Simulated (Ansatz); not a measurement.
Start from `[OH][Mo]([OH])([F])([F])=[S]` and change one atom or group to get `[OH][Mo]([F])([F])(=[S])[Cl]`.

Ansatz, PBE0-D4/def2-TZVP geometries, multiplicity 1. Each molecule was computed in one conformer, which needn't be the lowest.

Elements past krypton have def2 core potentials.

| property | `[OH][Mo]([OH])([F])([F])=[S]` |
| --- | --- |
| HOMO energy (ωB97M-V/def2-TZVPP) / eV | -10.50 |
| HOMO–LUMO gap (B3LYP/def2-TZVPP) / eV | 4.17 |
| HOMO energy (PBE0/def2-TZVPP) / eV | -8.38 |
| size of the dipole moment (ωB97M-V/def2-TZVPP) / D | 1.93 |
| LUMO energy (PBE/def2-TZVPP) / eV | -4.46 |
| size of the dipole moment (B3LYP/def2-TZVPP) / D | 1.98 |

(1) Give the same properties after the change, and the shifts. (Estimate.)

Answers

(1) The calculation gave: 
| property | `[OH][Mo]([F])([F])(=[S])[Cl]` | shift |
| --- | --- | --- |
| HOMO energy (ωB97M-V/def2-TZVPP) / eV | -11.00 | -0.50 |
| HOMO–LUMO gap (B3LYP/def2-TZVPP) / eV | 4.39 | 0.22 |
| HOMO energy (PBE0/def2-TZVPP) / eV | -8.92 | -0.54 |
| size of the dipole moment (ωB97M-V/def2-TZVPP) / D | 2.22 | 0.29 |
| LUMO energy (PBE/def2-TZVPP) / eV | -4.75 | -0.29 |
| size of the dipole moment (B3LYP/def2-TZVPP) / D | 2.24 | 0.26 |

With PBE0 the HOMO falls by 0.54 eV and the LUMO falls by 0.33 eV, so the gap widens by about 0.21 eV. PBE moves the HOMO by -0.57 eV and ωB97M-V by -0.50 eV. Dipoles are sizes alone; their direction can turn.

B3LYP here is the variant with VWN-RPA as its local correlation; programs differ in this.
